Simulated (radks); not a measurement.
All-electron atom: Ne4+ in [He] 2s2 2p2. Method: scalar-relativistic Kohn-Sham, PBEsol, spin-polarised, spherical densities, finite nucleus; open shells are filled with parallel spins first; Fermi nuclear charge, rms radius 3.0055 fm; computed with a radial shooting solver on a logarithmic mesh with Libxc functionals.

Normalised radial functions P(r) = r R(r), r in bohr:

| r | 2p up | 2p down | 3s up |
|---|---|---|---|
| 0.01397 | 0.0071 | 0.0069 | 0.0903 |
| 0.01761 | 0.0110 | 0.0108 | 0.1096 |
| 0.02221 | 0.0171 | 0.0167 | 0.1317 |
| 0.02779 | 0.0259 | 0.0254 | 0.1552 |
| 0.03505 | 0.0398 | 0.0390 | 0.1809 |
| 0.04384 | 0.0596 | 0.0584 | 0.2053 |
| 0.05529 | 0.0896 | 0.0879 | 0.2272 |
| 0.06917 | 0.1313 | 0.1286 | 0.2409 |
| 0.08724 | 0.1917 | 0.1879 | 0.2417 |
| 0.1091 | 0.2712 | 0.2657 | 0.2226 |
| 0.1376 | 0.3793 | 0.3714 | 0.1747 |
| 0.1722 | 0.5097 | 0.4988 | 0.0960 |
| 0.2172 | 0.6682 | 0.6533 | -0.0200 |
| 0.2717 | 0.8330 | 0.8138 | -0.1569 |
| 0.3426 | 0.9951 | 0.9713 | -0.3024 |
| 0.4321 | 1.1163 | 1.0913 | -0.4133 |
| 0.5406 | 1.1585 | 1.1391 | -0.4404 |
| 0.6817 | 1.0967 | 1.0888 | -0.3419 |
| 0.8529 | 0.9320 | 0.9382 | -0.1115 |
| 1.076 | 0.6849 | 0.7041 | 0.2268 |
| 1.346 | 0.4314 | 0.4568 | 0.5539 |
| 1.697 | 0.2172 | 0.2394 | 0.7680 |
| 2.123 | 0.0872 | 0.1006 | 0.7696 |
| 2.677 | 0.0244 | 0.0299 | 0.5771 |
| 3.35 | 0.0048 | 0.0063 | 0.3263 |
| 4.224 | 0.0005 | 0.0008 | 0.1282 |
| 5.285 | 0.0000 | 0.0001 | 0.0350 |
| 6.665 | 0.0000 | 0.0000 | 0.0055 |

2p up: eigenvalue -111.82 eV, 0 radial nodes, <r> = 0.700 bohr, 90 % of the charge inside 1.15 bohr. 2p down (empty): eigenvalue -104.57 eV, 0 radial nodes, <r> = 0.719 bohr, 90 % of the charge inside 1.19 bohr. 3s up (empty): eigenvalue -41.736 eV, 2 radial nodes at r = 0.210, 0.925 bohr, <r> = 2.07 bohr, 90 % of the charge inside 3.01 bohr.
